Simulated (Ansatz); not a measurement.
The cluster Rh₄⁻, relaxed as a quartet with UKS r2SCAN-D4/def2-SVPD in Ansatz, starting from the r2SCAN-D4/def2-SVPD geometry of the charge -1 doublet. Force threshold 0.02 eV/Å.

In the def2 sets Rh takes a core potential; there is no spin–orbit coupling. The charge -1 quartet is spin-contaminated (final ⟨S²⟩ up to 4.53, 3.75 for a pure state). The highest occupied level of the charge -1 quartet lies above zero (up to 0.50 eV). It is a level of β spin, whose loss leaves a quintet; that state wasn't run at this geometry and level. The electron is either unbound and held by the finite basis, or the level is raised by self-interaction error. The relaxation made no stability test and no search for a lower SCF solution. Another isomer (doublet) lies 0.25 eV lower at PBE0-D4/def2-TZVPD.

Start:

```xyz
4

Rh    0.317   -1.448   -0.691
Rh   -0.935   -0.752    1.139
Rh    0.951    0.744   -1.145
Rh   -0.332    1.457    0.697
```

Problem. Estimate the energy that the relaxation releases and the steps that it takes.

Solution. 0.1 kcal/mol, in 4 steps; 6.2 min on 4 threads of Arm Neoverse V1 on a shared host. No frequencies were taken in this run, so the end may be a saddle point.

Problem. Does the start keep its bonding and symmetry?

Solution. By distances, no bond broke or formed. The bond that changes most is Rh2–Rh3, from 3.32 to 3.29 Å (atoms count from 1). Point group C2h at the start, D4h at the end, both within 0.05 Å.

Problem. Predict the relaxed structure.

Solution. 
| atom | x (Å) | y (Å) | z (Å) |
| --- | --- | --- | --- |
| Rh1 | 0.325 | -1.458 | -0.692 |
| Rh2 | -0.936 | -0.745 | 1.131 |
| Rh3 | 0.935 | 0.745 | -1.134 |
| Rh4 | -0.323 | 1.458 | 0.696 |
Bond lengths (bridged metal pairs left out): 6 × Rh–Rh 2.33 to 3.29 Å.
